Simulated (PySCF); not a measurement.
Species: C5H4N3 (doublet state).
Numbering: `[N:1]#[C:2]/[C:3]=[C:4](/[C:5]#[N:6])[CH2:7][NH2:8]` (hydrogens: H9, H10 on C7; H11, H12 on N8)

Structure used (GFN2-xTB), in Å, numbered top down from 1:
```
atom  x, y, z in Å
N1    -3.079   -2.316    0.491
C2    -2.340   -1.424    0.347
C3    -1.549   -0.370    0.223
C4    -0.517    0.370   -0.062
C5    -0.468    1.750    0.237
N6    -0.377    2.866    0.477
C7     0.791   -0.177   -0.703
N8     1.925   -0.084    0.154
H9     0.979    0.411   -1.607
H10    0.630   -1.221   -0.977
H11    2.148    0.867    0.422
H12    1.859   -0.674    0.973
```

The hyperfine couplings belong to this conformer and change with its torsions.

Theory: UKS B3LYP, pcH-1 on C H N, non-relativistic, mean-field spin-orbit, GIAO in PySCF 2.14.0. Geometry: GFN2-xTB, one conformer, isolated molecule. The geometry wasn't refined by DFT: couplings that depend on bond lengths, twists or pyramidal angles can differ widely from those at the functional's own minimum. The SCF solution wasn't tested for stability. ⟨S²⟩ is 0.775 where a pure state has 0.75.

Task: What is the g tensor, term by term?

Result: 
| Δg (ppm) | 1 | 2 | 3 |
| --- | --- | --- | --- |
| relativistic mass correction | -189 | -189 | -189 |
| gauge correction | 44 | -3 | 18 |
| orbital Zeeman/spin–orbit | -762 | 149 | 1494 |
| total | -907 | -43 | 1323 |

So g = 2.00141, 2.00228, 2.00364 and g_iso = 2.00244; the tensor is rhombic: the two nearest values differ by 39 % of g3 − g1. Axes: g1 points within 3° of the C2–C3 bond.

Task: Average each term over the three axes. Which is largest in size?

Result: The orbital-Zeeman/spin–orbit term 293, the mass correction -189 and the gauge correction 20 ppm, for a total of 124 ppm. The orbital-Zeeman/spin–orbit term is the largest in size. The mass correction is the same along every axis, so the anisotropy comes from the other two: their spans along these axes are 46 (gauge) and 2255 ppm (orbital Zeeman/spin–orbit).

Task: What are the electron Larmor frequencies g μB B/h along the three axes at 3350 mT?

Result: 93.8411, 93.8816, 93.9456 GHz for g1, g2 and g3, a range of 104.6 MHz.

Task: At 94.324 GHz, how far is the centre of the isotropic spectrum from where a free electron (g = 2.002319) resonates?

Result: B = hν/(g μB) with μB/h = 13.99624 MHz/mT gives 3365.72 mT for the free electron and 3365.51 mT at g_iso, 0.21 mT lower.

Task: In a frozen sample, at which fields do the three g values resonate at 9.5, 34, 94 and 263 GHz (hyperfine left aside), and which band first spreads them over more than twice a line width of 1.0 mT?

Result: 
| band | GHz | B(g3) mT | B(g2) mT | B(g1) mT | spread mT |
| --- | --- | --- | --- | --- | --- |
| X | 9.5 | 338.76 | 338.99 | 339.14 | 0.38 |
| Q | 34.0 | 1212.40 | 1213.23 | 1213.75 | 1.35 |
| W | 94.0 | 3351.94 | 3354.23 | 3355.67 | 3.73 |
| J | 263.0 | 9378.30 | 9384.70 | 9388.75 | 10.45 |

The spread grows in proportion to the frequency. W band is the first where it exceeds 2.0 mT.

Largest spin populations (Mulliken): C3 (+0.81), N1 (+0.45), C2 (-0.23) and C4 (-0.15). The positive populations add up to 1.41 and the negative ones to -0.41, together 2S = 1.

The HOMO–LUMO gaps are 3.92 eV among the α and 3.51 eV among the β orbitals.
